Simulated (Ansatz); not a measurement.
## Molecular dynamics of F3H3OZr

Input:

```yaml
crystal:
  periodic: [false, false, false]
  atoms:
    - { symbol: Zr, position_ang: [0.104342, -0.30656, -0.054595] }
    - { symbol: O, position_ang: [-0.48222, -0.589054, 2.000077] }
    - { symbol: H, position_ang: [-0.602339, 0.033329, 2.731494] }
    - { symbol: F, position_ang: [1.65231, 0.039219, -1.116921] }
    - { symbol: F, position_ang: [-0.580343, 1.476793, 0.017631] }
    - { symbol: F, position_ang: [-1.012802, -1.490232, -1.039101] }
    - { symbol: H, position_ang: [1.37398, -1.352292, 1.177943] }
    - { symbol: H, position_ang: [0.606071, -1.079104, 1.860973] }
basis:
  gaussian: { orbitals: def2-SVP }
hamiltonian:
  xc: b3lyp
md:
  timestep: 0.5
  n_steps: 200
  ensemble: nve
  temperature: 300.0
  initial_velocities: maxwell_boltzmann
  seed: 7869
```

Launched with:

```bash
$ ansatz run input.yaml --threads 2 --pin off --max-ram 3072MiB --backend cpu --events-out ev --progress --plain --runs-dir out
```

It starts at the highest image of a converged band, a first-order saddle point between two minima.

Output, in part (one step line in 3, the closing report, with atoms numbered from 0):

```
md step     0: t =     0.00 fs  T =   300.0 K  F+E_penalty+E_count = -11526.22851026 eV  E_kin = 0.232668 eV  conserved = -11525.99584226 eV  (28 SCF iters)
md step     3: t =     1.50 fs  T =   271.4 K  F+E_penalty+E_count = -11526.20595503 eV  E_kin = 0.210478 eV  conserved = -11525.99547728 eV  (33 SCF iters)
md step     6: t =     3.00 fs  T =   235.9 K  F+E_penalty+E_count = -11526.17839871 eV  E_kin = 0.182945 eV  conserved = -11525.99545406 eV  (32 SCF iters)
md step     9: t =     4.50 fs  T =   204.9 K  F+E_penalty+E_count = -11526.15441096 eV  E_kin = 0.158888 eV  conserved = -11525.99552304 eV  (32 SCF iters)
md step    12: t =     6.00 fs  T =   175.7 K  F+E_penalty+E_count = -11526.13141007 eV  E_kin = 0.136280 eV  conserved = -11525.99513008 eV  (33 SCF iters)
md step    15: t =     7.50 fs  T =   201.1 K  F+E_penalty+E_count = -11526.15126705 eV  E_kin = 0.155971 eV  conserved = -11525.99529615 eV  (33 SCF iters)
md step    18: t =     9.00 fs  T =   258.5 K  F+E_penalty+E_count = -11526.19609007 eV  E_kin = 0.200509 eV  conserved = -11525.99558112 eV  (33 SCF iters)
md step    21: t =    10.50 fs  T =   312.1 K  F+E_penalty+E_count = -11526.23726472 eV  E_kin = 0.242019 eV  conserved = -11525.99524612 eV  (32 SCF iters)
md step    24: t =    12.00 fs  T =   396.8 K  F+E_penalty+E_count = -11526.30323169 eV  E_kin = 0.307705 eV  conserved = -11525.99552672 eV  (33 SCF iters)
md step    27: t =    13.50 fs  T =   480.0 K  F+E_penalty+E_count = -11526.36780519 eV  E_kin = 0.372243 eV  conserved = -11525.99556194 eV  (33 SCF iters)
md step    30: t =    15.00 fs  T =   554.0 K  F+E_penalty+E_count = -11526.42496453 eV  E_kin = 0.429695 eV  conserved = -11525.99526960 eV  (32 SCF iters)
md step    33: t =    16.50 fs  T =   657.1 K  F+E_penalty+E_count = -11526.50511903 eV  E_kin = 0.509637 eV  conserved = -11525.99548193 eV  (32 SCF iters)
md step    36: t =    18.00 fs  T =   761.0 K  F+E_penalty+E_count = -11526.58578222 eV  E_kin = 0.590215 eV  conserved = -11525.99556754 eV  (33 SCF iters)
md step    39: t =    19.50 fs  T =   857.6 K  F+E_penalty+E_count = -11526.66040462 eV  E_kin = 0.665145 eV  conserved = -11525.99525985 eV  (33 SCF iters)
md step    42: t =    21.00 fs  T =   980.0 K  F+E_penalty+E_count = -11526.75569931 eV  E_kin = 0.760056 eV  conserved = -11525.99564368 eV  (32 SCF iters)
md step    45: t =    22.50 fs  T =  1083.0 K  F+E_penalty+E_count = -11526.83550984 eV  E_kin = 0.839925 eV  conserved = -11525.99558455 eV  (32 SCF iters)
md step    48: t =    24.00 fs  T =  1169.6 K  F+E_penalty+E_count = -11526.90247959 eV  E_kin = 0.907075 eV  conserved = -11525.99540417 eV  (32 SCF iters)
md step    51: t =    25.50 fs  T =  1261.3 K  F+E_penalty+E_count = -11526.97394964 eV  E_kin = 0.978180 eV  conserved = -11525.99576965 eV  (33 SCF iters)
md step    54: t =    27.00 fs  T =  1309.4 K  F+E_penalty+E_count = -11527.01124166 eV  E_kin = 1.015511 eV  conserved = -11525.99573108 eV  (33 SCF iters)
md step    57: t =    28.50 fs  T =  1319.6 K  F+E_penalty+E_count = -11527.01898490 eV  E_kin = 1.023456 eV  conserved = -11525.99552918 eV  (33 SCF iters)
md step    60: t =    30.00 fs  T =  1312.9 K  F+E_penalty+E_count = -11527.01421403 eV  E_kin = 1.018249 eV  conserved = -11525.99596484 eV  (32 SCF iters)
md step    63: t =    31.50 fs  T =  1241.2 K  F+E_penalty+E_count = -11526.95824911 eV  E_kin = 0.962599 eV  conserved = -11525.99564964 eV  (32 SCF iters)
md step    66: t =    33.00 fs  T =  1146.1 K  F+E_penalty+E_count = -11526.88436624 eV  E_kin = 0.888882 eV  conserved = -11525.99548391 eV  (31 SCF iters)
md step    69: t =    34.50 fs  T =  1055.4 K  F+E_penalty+E_count = -11526.81421735 eV  E_kin = 0.818490 eV  conserved = -11525.99572749 eV  (32 SCF iters)
md step    72: t =    36.00 fs  T =   948.8 K  F+E_penalty+E_count = -11526.73107621 eV  E_kin = 0.735858 eV  conserved = -11525.99521791 eV  (30 SCF iters)
md step    75: t =    37.50 fs  T =   895.4 K  F+E_penalty+E_count = -11526.68965349 eV  E_kin = 0.694473 eV  conserved = -11525.99518011 eV  (32 SCF iters)
md step    78: t =    39.00 fs  T =   907.9 K  F+E_penalty+E_count = -11526.69953558 eV  E_kin = 0.704148 eV  conserved = -11525.99538731 eV  (32 SCF iters)
md step    81: t =    40.50 fs  T =   964.9 K  F+E_penalty+E_count = -11526.74342707 eV  E_kin = 0.748360 eV  conserved = -11525.99506737 eV  (32 SCF iters)
md step    84: t =    42.00 fs  T =  1103.3 K  F+E_penalty+E_count = -11526.85108443 eV  E_kin = 0.855677 eV  conserved = -11525.99540729 eV  (32 SCF iters)
md step    87: t =    43.50 fs  T =  1272.5 K  F+E_penalty+E_count = -11526.98265667 eV  E_kin = 0.986904 eV  conserved = -11525.99575260 eV  (32 SCF iters)
md step    90: t =    45.00 fs  T =  1418.7 K  F+E_penalty+E_count = -11527.09578582 eV  E_kin = 1.100270 eV  conserved = -11525.99551537 eV  (31 SCF iters)
md step    93: t =    46.50 fs  T =  1553.1 K  F+E_penalty+E_count = -11527.20050092 eV  E_kin = 1.204551 eV  conserved = -11525.99594962 eV  (30 SCF iters)
md step    96: t =    48.00 fs  T =  1622.2 K  F+E_penalty+E_count = -11527.25402373 eV  E_kin = 1.258143 eV  conserved = -11525.99588044 eV  (30 SCF iters)
md step    99: t =    49.50 fs  T =  1632.9 K  F+E_penalty+E_count = -11527.26199093 eV  E_kin = 1.266397 eV  conserved = -11525.99559422 eV  (32 SCF iters)
md step   102: t =    51.00 fs  T =  1626.7 K  F+E_penalty+E_count = -11527.25742447 eV  E_kin = 1.261637 eV  conserved = -11525.99578701 eV  (33 SCF iters)
md step   105: t =    52.50 fs  T =  1579.1 K  F+E_penalty+E_count = -11527.22037776 eV  E_kin = 1.224711 eV  conserved = -11525.99566708 eV  (32 SCF iters)
md step   108: t =    54.00 fs  T =  1504.6 K  F+E_penalty+E_count = -11527.16222587 eV  E_kin = 1.166886 eV  conserved = -11525.99533949 eV  (31 SCF iters)
md step   111: t =    55.50 fs  T =  1440.2 K  F+E_penalty+E_count = -11527.11260987 eV  E_kin = 1.116974 eV  conserved = -11525.99563563 eV  (31 SCF iters)
md step   114: t =    57.00 fs  T =  1360.7 K  F+E_penalty+E_count = -11527.05066092 eV  E_kin = 1.055285 eV  conserved = -11525.99537597 eV  (33 SCF iters)
md step   117: t =    58.50 fs  T =  1306.0 K  F+E_penalty+E_count = -11527.00811963 eV  E_kin = 1.012907 eV  conserved = -11525.99521221 eV  (32 SCF iters)
md step   120: t =    60.00 fs  T =  1300.6 K  F+E_penalty+E_count = -11527.00420780 eV  E_kin = 1.008662 eV  conserved = -11525.99554616 eV  (32 SCF iters)
md step   123: t =    61.50 fs  T =  1299.2 K  F+E_penalty+E_count = -11527.00286969 eV  E_kin = 1.007574 eV  conserved = -11525.99529579 eV  (32 SCF iters)
md step   126: t =    63.00 fs  T =  1324.5 K  F+E_penalty+E_count = -11527.02247470 eV  E_kin = 1.027207 eV  conserved = -11525.99526733 eV  (32 SCF iters)
md step   129: t =    64.50 fs  T =  1377.6 K  F+E_penalty+E_count = -11527.06401349 eV  E_kin = 1.068399 eV  conserved = -11525.99561481 eV  (29 SCF iters)
md step   132: t =    66.00 fs  T =  1423.7 K  F+E_penalty+E_count = -11527.09945380 eV  E_kin = 1.104176 eV  conserved = -11525.99527760 eV  (32 SCF iters)
md step   135: t =    67.50 fs  T =  1508.6 K  F+E_penalty+E_count = -11527.16538961 eV  E_kin = 1.169991 eV  conserved = -11525.99539875 eV  (32 SCF iters)
md step   138: t =    69.00 fs  T =  1613.5 K  F+E_penalty+E_count = -11527.24706893 eV  E_kin = 1.251330 eV  conserved = -11525.99573890 eV  (32 SCF iters)
md step   141: t =    70.50 fs  T =  1688.4 K  F+E_penalty+E_count = -11527.30484759 eV  E_kin = 1.309484 eV  conserved = -11525.99536356 eV  (32 SCF iters)
md step   144: t =    72.00 fs  T =  1766.2 K  F+E_penalty+E_count = -11527.36543967 eV  E_kin = 1.369772 eV  conserved = -11525.99566803 eV  (32 SCF iters)
md step   147: t =    73.50 fs  T =  1813.7 K  F+E_penalty+E_count = -11527.40238311 eV  E_kin = 1.406606 eV  conserved = -11525.99577673 eV  (32 SCF iters)
md step   150: t =    75.00 fs  T =  1820.7 K  F+E_penalty+E_count = -11527.40754517 eV  E_kin = 1.412046 eV  conserved = -11525.99549898 eV  (32 SCF iters)
md step   153: t =    76.50 fs  T =  1824.3 K  F+E_penalty+E_count = -11527.41064277 eV  E_kin = 1.414849 eV  conserved = -11525.99579377 eV  (33 SCF iters)
md step   156: t =    78.00 fs  T =  1783.7 K  F+E_penalty+E_count = -11527.37920733 eV  E_kin = 1.383354 eV  conserved = -11525.99585287 eV  (33 SCF iters)
md step   159: t =    79.50 fs  T =  1690.3 K  F+E_penalty+E_count = -11527.30640066 eV  E_kin = 1.310949 eV  conserved = -11525.99545161 eV  (32 SCF iters)
md step   162: t =    81.00 fs  T =  1592.9 K  F+E_penalty+E_count = -11527.23111437 eV  E_kin = 1.235417 eV  conserved = -11525.99569749 eV  (31 SCF iters)
md step   165: t =    82.50 fs  T =  1474.7 K  F+E_penalty+E_count = -11527.13921897 eV  E_kin = 1.143757 eV  conserved = -11525.99546226 eV  (31 SCF iters)
md step   168: t =    84.00 fs  T =  1371.4 K  F+E_penalty+E_count = -11527.05877281 eV  E_kin = 1.063607 eV  conserved = -11525.99516604 eV  (31 SCF iters)
md step   171: t =    85.50 fs  T =  1327.6 K  F+E_penalty+E_count = -11527.02499585 eV  E_kin = 1.029617 eV  conserved = -11525.99537872 eV  (32 SCF iters)
md step   174: t =    87.00 fs  T =  1316.7 K  F+E_penalty+E_count = -11527.01649809 eV  E_kin = 1.021172 eV  conserved = -11525.99532600 eV  (31 SCF iters)
md step   177: t =    88.50 fs  T =  1347.0 K  F+E_penalty+E_count = -11527.03981737 eV  E_kin = 1.044647 eV  conserved = -11525.99517045 eV  (31 SCF iters)
md step   180: t =    90.00 fs  T =  1430.3 K  F+E_penalty+E_count = -11527.10494678 eV  E_kin = 1.109281 eV  conserved = -11525.99566548 eV  (31 SCF iters)
md step   183: t =    91.50 fs  T =  1502.1 K  F+E_penalty+E_count = -11527.16052433 eV  E_kin = 1.164952 eV  conserved = -11525.99557224 eV  (32 SCF iters)
md step   186: t =    93.00 fs  T =  1564.4 K  F+E_penalty+E_count = -11527.20880798 eV  E_kin = 1.213268 eV  conserved = -11525.99553983 eV  (29 SCF iters)
md step   189: t =    94.50 fs  T =  1613.9 K  F+E_penalty+E_count = -11527.24762468 eV  E_kin = 1.251682 eV  conserved = -11525.99594235 eV  (31 SCF iters)
md step   192: t =    96.00 fs  T =  1597.8 K  F+E_penalty+E_count = -11527.23483009 eV  E_kin = 1.239179 eV  conserved = -11525.99565144 eV  (32 SCF iters)
md step   195: t =    97.50 fs  T =  1550.1 K  F+E_penalty+E_count = -11527.19776690 eV  E_kin = 1.202173 eV  conserved = -11525.99559432 eV  (32 SCF iters)
md step   198: t =    99.00 fs  T =  1478.7 K  F+E_penalty+E_count = -11527.14265772 eV  E_kin = 1.146807 eV  conserved = -11525.99585118 eV  (32 SCF iters)
md step   200: t =   100.00 fs  T =  1399.3 K  F+E_penalty+E_count = -11527.08078775 eV  E_kin = 1.085232 eV  conserved = -11525.99555623 eV  (29 SCF iters)
Total energy: -11527.08114746 eV, -423.6124188330 hartree
Atom 0 at    -0.087336    -0.146047    -0.054631 Å, force    -0.082607    -0.065742     2.064816 eV/Å
Atom 1 at     0.053113    -0.859102     1.818539 Å, force    -0.072463     0.302983    -0.961309 eV/Å
Atom 2 at     0.750223    -1.427157     2.219380 Å, force    -0.695385     0.599934    -0.377466 eV/Å
Atom 3 at     1.762627    -0.436747    -0.263399 Å, force     0.671229     0.224841    -0.751703 eV/Å
Atom 4 at    -0.817613     1.624437    -0.479469 Å, force     0.426353    -0.710482     0.394096 eV/Å
Atom 5 at    -1.035069    -1.407637    -1.090036 Å, force    -0.247243    -0.351749    -0.368002 eV/Å
Atom 6 at     5.785208    -3.361341     0.433163 Å, force    -0.126096    -0.024011     0.031112 eV/Å
Atom 7 at     6.504337    -3.218130     0.244782 Å, force     0.126211     0.024226    -0.031543 eV/Å
Dipole moment:     0.159866    -0.086191     0.172260 e Å
```

The run went to its last step. The conserved energy stayed within 0.099 meV per atom of its start (net change 0.036 meV per atom), so the integration is sound. The kinetic energy rose, since the run started high on the potential surface and went downhill. It ends in pieces (F3HOZr + H2), so much of that is their flight and rotation, not heat. A run of 0.1 ps of so small a system gives no equilibrium averages. The orbitals stay closed-shell, which can raise the energy where a bond breaks towards radicals; this wasn't checked here.

Between its relaxed ends the band would form Zr1–H7, O2–H8 and break H7–H8. These pairs go: Zr1–H7 2.06 → 6.71 Å, O2–H8 1.20 → 7.05 Å, H7–H8 1.06 → 0.76 Å. In the last frame they stand as before the step (other bonds may differ from the relaxed reactants and products). Also parted: Zr1–H8 2.13 → 7.28 Å. It ends as F3HOZr + H2. Pairs count as bonded within 1.25 times the sum of covalent radii (0.12 Å more for H–H).

Last frame:

```xyz
8
Properties=species:S:1:pos:R:3
Zr -0.087 -0.146 -0.055
O 0.053 -0.859 1.819
H 0.750 -1.427 2.219
F 1.763 -0.437 -0.263
F -0.818 1.624 -0.479
F -1.035 -1.408 -1.090
H 5.785 -3.361 0.433
H 6.504 -3.218 0.245
```

The run took 9.9 min on 2 threads of Arm Neoverse V1, with other jobs on the host, peak memory 0.22 GiB.
